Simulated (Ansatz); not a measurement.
`[CH3][Ta]([NH2])(=[S])[Cl]` + NH₃ → `[NH2][Ta]([NH2])(=[S])[Cl]` + CH₄ at 600 K and 1 bar (ligand exchange at a Ta–C bond).

Program: Ansatz. Geometries: PBE0-D4/def2-TZVP. ΔE: electronic, gas phase. CBS: MP2 limit from def2 TZ/QZ plus the TZ coupled-cluster correction, frozen cores. This one scheme is used for every species. def2 core potentials past Kr. For Ta outer-core shells are correlated without core-valence functions, which leaves a few kJ/mol of doubt a bond. One conformer a species, not always the lowest.

| species | CCSD(T)/CBS energy (Eh) | H − E (kJ/mol) | S (J/(mol·K)) |
| --- | --- | --- | --- |
| `[CH3][Ta]([NH2])(=[S])[Cl]` | -1010.37366 | 235.6 | 493.3 |
| NH₃ | -56.50880 | 112.4 | 219.5 |
| `[NH2][Ta]([NH2])(=[S])[Cl]` | -1026.46020 | 207.4 | 483.3 |
| CH₄ | -40.46206 | 140.4 | 215.7 |

H − E and S are ideal-gas, rigid-rotor, harmonic terms from PBE0-D4/def2-TZVP, for one conformer and one mirror image of each species. 1 Eh = 2625.50 kJ/mol, R = 8.31446 J/(mol·K).

By hand: ΔE, ΔH, ΔS and ΔG.

ΔE = (-1026.46020) + (-40.46206) − (-1010.37366) − (-56.50880) = -0.03980 Eh = -104.5 kJ/mol. Δ(H − E) = 207.4 + 140.4 − 235.6 − 112.4 = -0.2, so ΔH = -104.7 kJ/mol. ΔS = 483.3 + 215.7 − 493.3 − 219.5 = -13.8 J/(mol·K). ΔG = -104.7 − 600 × (-13.8)/1000 = -96.4 kJ/mol.

By hand: the equilibrium constant, and the temperature at which ΔG would vanish if ΔH and ΔS stayed fixed.

log₁₀ K = −ΔG/(RT ln 10) = 8.4. ΔG = 0 at ΔH/ΔS = 7587 K, far beyond where these terms or the molecules hold.

The number of gas molecules stays the same, so ΔS is small and ΔH decides. A doubt of 5 kJ/mol in ΔE shifts log₁₀ K by 0.4 here. Other conformers and mirror images would add mixing entropy, several J/(mol·K) or more a flexible species. These are equilibria of isolated gas molecules and say nothing of rates. Largest T1 diagnostic: 0.020 (customary marks: 0.02 for closed shells, 0.045 for open ones).
